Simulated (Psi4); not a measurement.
Interaction energy of H2 ··· C3H6 (SMILES [H][H] and C1CC1). Monomers: optimised at B3LYP-D3(BJ) (def2-TZVP), held rigid. Orientation: lowest of the rigid-body minima from ten starts at GFN2-xTB. R is the distance of the centres of mass, along which the second monomer moves.

Calculation: SAPT0/jun-cc-pVDZ, frozen core run with Psi4.

Components in kcal/mol:

```tsv
R / Å	electrostatics	exchange	induction	dispersion	total
3.10	-2.43	6.38	-0.92	-1.81	1.22
3.35	-1.22	2.84	-0.40	-1.11	0.11
3.51	-0.81	1.67	-0.24	-0.82	-0.19
3.73	-0.47	0.80	-0.12	-0.55	-0.34
3.92	-0.31	0.42	-0.06	-0.40	-0.35
4.14	-0.19	0.20	-0.03	-0.28	-0.30
4.40	-0.12	0.08	-0.01	-0.18	-0.24
4.70	-0.08	0.03	-0.01	-0.12	-0.17
5.25	-0.04	0.00	0.00	-0.06	-0.09
5.91	-0.02	0.00	0.00	-0.03	-0.04
6.93	-0.01	0.00	0.00	-0.01	-0.02
8.27	0.00	0.00	0.00	0.00	-0.01
```
